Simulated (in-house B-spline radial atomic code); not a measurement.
Configurations of Te⁵⁺, with energies counted from [Kr] 4d10 5s1. Level of theory: scalar-relativistic (X2C) PBE0, spin-polarised, spherical fractional occupations, exact exchange averaged over the configuration, Fermi nucleus of rms radius 4.7423 fm; calculated with an all-electron radial atomic-structure program (B-spline basis). Shells without spins written out take the highest spin.

Occupations are held fixed; configurations that lie above the ionisation limit could autoionise.

```tsv
configuration	E - E(ref) (eV)	highest orbital	its <r> (bohr)
[Kr] 4d10 5f1	46.188	5f up	3.866
[Kr] 4d10 6f1	54.092	6f up	6.277
[Ar] 3d10 4s2 4p5 4d10 4f1 5s1	143.75	4f up	1.665
[Ar] 3d10 4s2 4p5 4d10 5s1 6p1	153.09	6p up	3.715
[Ar] 3d9 4s2 4p6 4d10 5s2	571	5s down	1.769
```

**Question.** Order these further configurations by energy, lowest first.
A. [Ar] 3d9 4s2 4p6 4d10 5s1 6s1
B. [Ar] 3d10 4s2 4p5 4d10 5s1 6d1
C. [Ar] 3d9 4s2 4p6 4d10 5s1 6f1
D. [Ar] 3d10 4s2 4p5 4d10 5s1 5d1
E. [Ar] 3d10 4s2 4p5 4d10 5s1 5p1

**Answer.** E (123.99 eV), D (142.61 eV), B (160.39 eV), A (606.75 eV), C (626.96 eV).

**Question.** How far above the reference does [Kr] 4d9 5s2 lie?

**Answer.** 36.281 eV; its least bound orbital is 5s down with <r> = 1.788 bohr.
